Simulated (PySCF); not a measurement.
Zn(Me)2 (C₂H₆Zn), SMILES [CH3][Zn][CH3]. Heavy atoms are numbered as in [Zn:1]([CH3:2])[CH3:6]. Hydrogens are named by the atom that carries them.

Coordinates come from a B3LYP-D3(BJ)/def2-SVP optimisation. The isomer is the one that the SMILES or the coordinates give; other isomers of the formula were not compared.

All values below come from PySCF with PBE/pcSseg-1.

GIAO shieldings, no solvent; atoms alike by connectivity are averaged. δ = σ(ref) − σ: ¹³C against TMS (σ = 182.0 ppm); ¹H against TMS (σ = 31.49 ppm), references at their B3LYP-D3(BJ)/def2-TZVP geometries, non-relativistic.

```
nucleus     atoms  count  δ (ppm)
-------  --------  -----  -------
¹³C      C2 (CH3)      2     -9.9
¹H        H on C2      6    -0.07
```
